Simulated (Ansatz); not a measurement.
Isolated molecules relaxed with PBE0-D4/def2-TZVP in Ansatz; ΔE leaves out vibrations. CBS: MP2 limit from def2 TZ/QZ plus the TZ coupled-cluster correction, frozen cores. This one scheme is used for every species. Functionals use def2-TZVPP. B3LYP here is the variant with VWN-RPA as its local correlation; programs differ in this. HSE06 is defined as in plane-wave codes. For Zn outer-core shells are correlated without core-valence functions, which leaves a few kJ/mol of doubt a bond. Scalar relativity is left out up to krypton. One conformer a species, not always the lowest.

`[SiH3][O][Zn][O][SiH3]` + HCl → `[SiH3][O][Zn][Cl]` + silanol  (ligand exchange at a Zn–O bond)

```
             level  ΔE (kJ/mol)  difference from CCSD(T)/CBS
         revPBE-D4        -71.8                          0.9
            B97M-V        -72.8                         -0.1
          B3LYP-D4        -71.7                          1.0
           ωB97M-V        -75.9                         -3.2
            B2PLYP        -70.9                          1.8
               PBE        -75.2                         -2.5
            revPBE        -76.3                         -3.6
              BLYP        -70.9                          1.8
             HSE06        -80.3                         -7.6
             BHLYP        -79.9                         -7.2
           LC-ωPBE        -73.3                         -0.6
RPA@PBE/def2-TZVPP        -58.5                         14.2
SCS-MP2/def2-TZVPP        -64.3                          8.4
SCS-MP2/def2-QZVPP        -68.0                          4.7
      HF/CBS(def2)        -86.2                        -13.5
     MP2/CBS(def2)        -72.3                          0.4
       CCSD(T)/CBS        -72.7                            0
```

Largest T1 diagnostic among the species: 0.015.

From r2SCAN to r2SCAN0 (25 % exact exchange), in def2-TZVPP and without D4, ΔE moves by −4.8 kJ/mol. The D4 term adds +3.3 kJ/mol with B3LYP and +1.9 kJ/mol with PBE0; it sums over pairs of atoms, weighted by their polarisabilities, and B3LYP, whose exchange is more repulsive, gets the larger term. At CCSD(T), def2-SVP lies +20.8 kJ/mol from the extrapolated value and def2-TZVPP +6.8 kJ/mol.
